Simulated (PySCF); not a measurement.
# $^{19}$F chemical shifts

Level of theory: GFN2-xTB geometry, shielding tensors at PBE0/pcSseg-1 (GIAO), in PySCF 2.14 (rapidly exchanging positions averaged, isolated molecule, no relativistic terms, single conformer).

Shieldings were converted by a linear fit to measured shifts: $^{19}$F (scatter 6.0 ppm rms, 7.0 ppm with the 5 outliers that the fit left out vs CFCl3, solution or neat liquid, with a term for F on sp3 carbon). Occasional misses reach two or three times the rms, and more in compound classes unlike the fitted ones.

Q: Give the $^{19}$F shifts of `FC(F)O[C@@H]([SiH3])[C@@H](F)[SiH3]`, `FC(F)(F)C[C@H]([SiH3])O[SiH3]`, `FC(F)(F)[SiH2]OCC[SiH3]`.

A: 
```
                                                        compound                    environment  δ (ppm)
[F:1][CH:2]([F:3])[O:4][C@@H:5]([SiH3:6])[C@@H:7]([F:8])[SiH3:9]    F1: fluorine of a CF2 group    -83.1
[F:1][CH:2]([F:3])[O:4][C@@H:5]([SiH3:6])[C@@H:7]([F:8])[SiH3:9]    F3: fluorine of a CF2 group    -84.6
[F:1][CH:2]([F:3])[O:4][C@@H:5]([SiH3:6])[C@@H:7]([F:8])[SiH3:9]  F8: fluorine on an sp3 carbon   -194.8
                                   FC(F)(F)C[C@H]([SiH3])O[SiH3]   fluorine of a CF3 group (×3)    -66.4
                                         FC(F)(F)[SiH2]OCC[SiH3]   fluorine of a CF3 group (×3)    -62.3
```

Q: Order these by $^{19}$F shift, lowest first.
A. FC(F)(F)COC([SiH3])[SiH3]
B. CC([SiH3])([SiH3])OC(F)(F)F
C. FC(F)(F)O[C@@H]([SiH3])C[SiH3]

A: A (-74.4 ppm, fluorine of a CF3 group), C (-59.1 ppm, fluorine of an OCF3 group), B (-50.5 ppm, fluorine of an OCF3 group).
